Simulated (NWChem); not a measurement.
Species: SiNH₃OF₂; SMILES N[Si](O)(F)F

```xyz
8

N      0.0971    -1.5758    -0.6045
Si    -0.0017    -0.0040     0.0063
O      1.3639     0.2993     0.8608
F     -1.3411     0.1073     0.8765
F     -0.1532     1.1744    -1.0791
H      0.9664    -1.9646    -0.9409
H     -0.7155    -2.1060    -0.8845
H      1.6319     1.2277     0.9054
```
Atoms are numbered in this order, from 1.

Results from NWChem. Pople sets run with spherical d functions. Coordinates come from a B3LYP/6-31G* (spherical d) optimisation. Ions are spin-unrestricted doublets at the neutral geometry; other ion states weren't tried.

Problem. Among these, which level gives the lowest value of “−ε(HOMO) (eV)”?
A) LRC-wPBEh/6-31+G*
B) PBE/6-31+G*
C) B3LYP/6-31+G*

Solution. B, PBE/6-31+G*. Values: PBE/6-31+G* 6.77; B3LYP/6-31+G* 8.04; LRC-wPBEh/6-31+G* 10.24
